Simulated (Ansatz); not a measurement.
`[CH3][Al-]1([CH3])[O]C=CC=[O+]1`, charge 0, multiplicity 1.

Problem. Give a relaxed structure at PBE0-D4/def2-TZVP (the Gaussian-basis code of Ansatz). (An estimate is asked.)

Solution. Computed: 
Cartesian coordinates in Å:
```
C -2.198 0.491 -0.838
Al -0.692 -0.061 0.276
C -0.894 -0.767 2.085
O 0.389 -1.217 -0.703
C 1.561 -0.978 -1.111
C 2.270 0.201 -0.911
C 1.721 1.272 -0.214
O 0.569 1.308 0.303
H -2.779 1.290 -0.365
H -2.891 -0.338 -1.019
H -1.877 0.861 -1.817
H 0.069 -1.023 2.540
H -1.508 -1.673 2.099
H -1.382 -0.045 2.748
H 2.045 -1.786 -1.671
H 3.270 0.289 -1.310
H 2.327 2.176 -0.091
```
Point group C2v.
This is one stationary point; other conformers may exist.
